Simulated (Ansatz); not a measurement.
`[CH3][Ge]([F])([SiH3])[Cl]` → `[CH3][Ge][Cl]` + `F[SiH3]` at 500 K and 1 bar (germylene formation by 1,1-elimination).

Calculated with Ansatz (gas phase, PBE0-D4/def2-TZVP geometries, no zero-point term in ΔE). CBS: MP2 limit from def2 TZ/QZ plus the TZ coupled-cluster correction, frozen cores. This one scheme is used for every species. For Ge outer-core shells are correlated without core-valence functions, which leaves a few kJ/mol of doubt a bond. Scalar relativity is left out up to krypton.

```json
{"species": "`[CH3][Ge]([F])([SiH3])[Cl]`", "CCSD(T)/CBS energy (Eh)": "-2966.52107", "H − E (kJ/mol)": "228.7", "S (J/(mol·K))": "477.4"}
{"species": "`[CH3][Ge][Cl]`", "CCSD(T)/CBS energy (Eh)": "-2575.77362", "H − E (kJ/mol)": "126.4", "S (J/(mol·K))": "350.0"}
{"species": "`F[SiH3]`", "CCSD(T)/CBS energy (Eh)": "-390.72345", "H − E (kJ/mol)": "94.1", "S (J/(mol·K))": "267.5"}
```

H − E and S are ideal-gas, rigid-rotor, harmonic terms from PBE0-D4/def2-TZVP, for one conformer and one mirror image of each species. 1 Eh = 2625.50 kJ/mol, R = 8.31446 J/(mol·K).

**Question.** By hand: ΔE, ΔH, ΔS and ΔG.

**Answer.** ΔE = (-2575.77362) + (-390.72345) − (-2966.52107) = 0.02400 Eh = 63.0 kJ/mol. Δ(H − E) = 126.4 + 94.1 − 228.7 = -8.2, so ΔH = 54.8 kJ/mol. ΔS = 350.0 + 267.5 − 477.4 = 140.1 J/(mol·K). ΔG = 54.8 − 500 × (140.1)/1000 = -15.2 kJ/mol.

**Question.** By hand: the equilibrium constant, and the temperature at which ΔG would vanish if ΔH and ΔS stayed fixed.

**Answer.** log₁₀ K = −ΔG/(RT ln 10) = 1.6. ΔG = 0 at ΔH/ΔS = 391 K.

The number of gas molecules changes by +1, which sets the sign of ΔS. A doubt of 5 kJ/mol in ΔE shifts log₁₀ K by 0.5 here. Other conformers and mirror images would add mixing entropy, several J/(mol·K) or more a flexible species. These are equilibria of isolated gas molecules and say nothing of rates. Largest T1 diagnostic: 0.012 (customary marks: 0.02 for closed shells, 0.045 for open ones).
